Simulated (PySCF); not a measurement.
Peak assignment

Atoms are numbered as in `[CH3:1][O:2][C:3](=[O:4])[c:5]1[cH:6][cH:7][c:8]([F:9])[cH:10][cH:11]1`; H(Xn) means a hydrogen on atom n.

PySCF 2.14.0 with density-fitted response routines calculation with PBE0-D3(BJ)/def2-SVP structure, GIAO PBE0/pcSseg-1 shieldings and couplings computed with B3LYP/pcJ-1 (spin–dipole term only in couplings to heteroatoms); in vacuum, a single conformation, fast rotation and ring inversion assumed for equivalent nuclei, no relativistic terms.

δ = σ(ref) − σ, references computed at the same level: ¹³C (σ = 184.41 ppm), ¹H (σ = 31.27 ppm) against TMS.

Q: Assign these signals to the numbered atoms. ¹³C{¹H} NMR (computed): δ 173.7 (C, d, J = 323.6 Hz), 169.0 (C), 138.9 (CH, d, J = 7.0 Hz), 129.1 (C), 120.0 (CH, d, J = 19.5 Hz), 52.4 (CH3).

A: 
173.7 → C8, aromatic carbon bearing fluorine: an ipso carbon deshielded by its heteroatom
169.0 → C3, ester carbonyl carbon: it is a carbonyl in resonance with an O or N lone pair, the region of acids, esters and amides
138.9 → C6/C11, aromatic CH: the aromatic region
129.1 → C5, substituted aromatic carbon
120.0 → C7/C10, aromatic CH
52.4 → C1, methyl carbon bonded to O: the inductive effect lowers its shielding

Q: Assign these signals to the numbered atoms. ¹H NMR (500 MHz, computed): δ 8.34 (dd, J = 9.8, 5.1 Hz, 2H), 7.18 (dd, J = 9.8, 8.7 Hz, 2H), 3.86 (s, 3H).

A: 
| δ (ppm) | atoms | environment | reason |
| --- | --- | --- | --- |
| 8.34 | H(C6)/H(C11) | hydrogen on an aromatic CH | ring current plus the deshielding of an ortho carbonyl group |
| 7.18 | H(C7)/H(C10) | hydrogen on an aromatic CH | – |
| 3.86 | H(C1) | hydrogen on a methyl carbon bonded to O | its carbon carries O, hence the downfield position |

C–F couplings over four or more bonds (about 3 Hz to the para carbon of a fluoroarene) are left out. Common functionals overestimate the size of one-bond C–F couplings by tens of Hz; these are unscaled. Splittings below 1 Hz are ignored in the labels, and close J values are merged. Couplings among chemically equivalent protons are left out too, so labels in AA′BB′ or AA′XX′ sets are apparent multiplicities. Unscaled 3J(H,H) at this level run about 10 % above measured values. Shifts are as computed. Against solution values, carbons near 30 ppm lie about +2 ppm off and those near 130 ppm about +5 ppm (rms about the fit 1.9 ppm; single classes can miss by 10 ppm). Of 1328 compounds with measured shifts, 309 miss one by over three times the rms of a fit or turn the order of signals round; such compounds aren't used in these exercises. Signals without a measured value on file couldn't be tested in this way; 1H shifts scatter by 0.2 ppm about their fit, and single ones miss by 0.5 ppm.
